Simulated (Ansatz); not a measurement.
Two isomers of CH8OSSi2: A = `CS[SiH2]O[SiH3]`, B = `CO[SiH]([SiH3])S`.

Program: Ansatz. Geometries: PBE0-D4/def2-TZVP. ΔE: electronic, gas phase. CCSD(T)/CBS is the MP2 limit (def2-TZVPP, def2-QZVPP) plus CCSD(T) − MP2 in def2-TZVPP, frozen cores. Functionals use def2-TZVPP. B3LYP here is the variant with VWN-RPA as its local correlation; programs differ in this. One conformer a species, not always the lowest.

A:

```xyz
13

C     1.715    1.354   -0.169
S     0.752    0.749   -1.587
Si   -1.174    0.679   -0.711
O    -1.297   -0.464    0.453
Si   -0.682   -1.943    0.808
H     2.724    1.545   -0.531
H     1.296    2.284    0.217
H     1.759    0.607    0.623
H    -2.100    0.383   -1.831
H    -1.488    1.974   -0.060
H     0.768   -1.835    1.117
H    -0.869   -2.880   -0.329
H    -1.403   -2.453    2.000
```

B:

Z-matrix (Å, degrees):
```
C
O 1 1.412
H 1 1.091 2 108.1
H 1 1.096 2 111.2 3 -119.3
H 1 1.094 2 111.1 3 119.5
Si 2 1.641 1 123.5 3 178.7
S 6 2.142 2 113.4 1 58.5
Si 6 2.334 2 106.2 1 -179.9
H 6 1.490 2 110.6 1 -55.1
H 7 1.344 6 94.9 2 70.3
H 8 1.487 6 109.2 2 172.2
H 8 1.487 6 111.7 2 51.3
H 8 1.488 6 108.8 2 -69.2
```

Task: Which is lower in electronic energy at CCSD(T)/CBS, and by how much? (An estimate is asked.)

Result: The calculation gave: A, by 34.9 kcal/mol.

Task: Give E(B) − E(A) in kcal/mol with B2PLYP, r2SCAN-D4, PBE-D4, B3LYP-D4, CCSD(T)/def2-TZVPP, HF/def2-TZVPP, B3LYP. (Estimate.)

Result: Ansatz gave: B2PLYP 34.6, r2SCAN-D4 32.6, PBE-D4 28.1, B3LYP-D4 33.3, CCSD(T)/def2-TZVPP 33.9, HF/def2-TZVPP 37.9, B3LYP 32.7. None reverses the order clearly.

Largest T1 diagnostic: 0.012.

In def2-TZVPP, CCSD(T) changes the Hartree–Fock value by −4.0 kcal/mol (the triples alone add −0.5 kcal/mol) and MP2 by −0.9 kcal/mol. From PBE to PBE0 (25 % exact exchange), in def2-TZVPP and without D4, E(B) − E(A) moves by +2.2 kcal/mol.
